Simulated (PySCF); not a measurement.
BrH4NSi, SMILES [SiH2](Br)N. Coordinates come from a B3LYP-D3(BJ)/def2-SVP optimisation. The values are those of a single conformer.

Computed equilibrium geometry at B3LYP-D3(BJ)/def2-SVP (PySCF confirms it by a frequency run) as Cartesian coordinates in Å, and its point group (one conformer of several):
point group Cs.
```xyz
7

Si    -0.5860    -1.0734     0.0000
N      0.6689    -2.2482     0.0000
Br     0.1093     1.0858     0.0000
H     -1.3852    -1.2400    -1.2380
H     -1.3852    -1.2400     1.2380
H      1.2333    -2.3787     0.8353
H      1.2333    -2.3787    -0.8353
```
Charge 0, spin multiplicity 1.
